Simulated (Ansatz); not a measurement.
Cost and result for the atomization energy of BGeH5Se (`B[Se][GeH3]`) (8 atoms, 7 bonds).

Cartesian coordinates in Å:
```
B -1.632 -0.654 -0.553
Se 0.065 -0.491 -1.401
Ge 1.277 0.495 0.382
H -1.800 -0.307 0.575
H -2.506 -1.125 -1.213
H 0.932 1.989 0.460
H 2.767 0.311 0.066
H 0.898 -0.218 1.685
```

Total charge 0; spin multiplicity 1. Correlated methods include outer-core shells of Ge, Se, which these sets cover unevenly. Scalar relativity is left out up to krypton. All single points use the PBE0-D4/def2-TZVP geometry. Program: Ansatz. All runs use 4 threads of an Arm Neoverse V2 on a shared host. Times are those of one run each, without the atoms' runs, and a repeat can differ threefold. Electronic energies, without spin–orbit coupling; frozen cores. CCSD(T)/CBS adds CCSD(T) − MP2 in def2-TZVPP to the MP2 limit, and its time is that of the two runs behind it. T1 = 0.013. With those shells the extrapolation isn't a true limit. B3LYP takes the VWN-RPA correlation (the form of Gaussian; ORCA's B3LYP/G).

CCSD(T)/CBS is a level of theory with its own doubt, some kJ/mol a heavy atom from the limit and from the frozen cores, so smaller differences don't rank the functionals.

```tsv
level	functions	wall time	atomization (kcal/mol)	difference from CCSD(T)/CBS	per bond
LDA (SPW92)/def2-TZVPP	197	0.9 s	621.1	67.4	9.6
revPBE-D4/def2-TZVPP	197	1.4 s	541.1	-12.6	-1.8
PBE-D4/def2-TZVPP (with forces)	197	1.8 s	552.0	-1.7	-0.2
BHLYP-D4/def2-TZVPP	197	2.4 s	544.0	-9.7	-1.4
CAM-B3LYP-D4/def2-TZVPP	197	2.5 s	551.7	-2.0	-0.3
B3LYP-D4/def2-TZVPP (with forces)	197	3.2 s	551.1	-2.6	-0.4
r2SCANh-D4/def2-TZVPP	197	3.8 s	554.2	0.5	0.1
CCSD(T)/def2-SVP	103	4.4 s	520.4	-33.3	-4.8
ωB97X-V/def2-TZVPP	197	6 s	555.3	1.6	0.2
B97M-V/def2-TZVPP	197	7.5 s	558.2	4.5	0.6
MP2/def2-QZVPP	385	14 s	547.7	-6.0	-0.9
CCSD(T)/def2-TZVPP	197	69 s	543.0	-10.7	-1.5
CCSD(T)/CBS(def2)	–	83 s	553.7	0.0	0.0
```

From PBE to PBE0 (25 % exact exchange), in def2-TZVPP and without D4, the atomization energy moves by −2.5 kcal/mol: exact exchange takes away binding that semilocal exchange gives to molecules. Leaving LDA and LC-ωPBE aside and taking each functional with its dispersion term where it has one, the values spread over 17.0 kcal/mol, from revPBE-D4 to B97M-V. LDA lies +72.9 kcal/mol from PBE without D4, its usual overbinding. The D4 term adds +6.4 kcal/mol with B3LYP and +3.3 kcal/mol with PBE0; it sums over pairs of atoms, weighted by their polarisabilities, and B3LYP, whose exchange is more repulsive, gets the larger term.

For some Ge, Se and Sn compounds the MP2-based and the directly extrapolated limit differ by 10 to 25 kJ/mol.
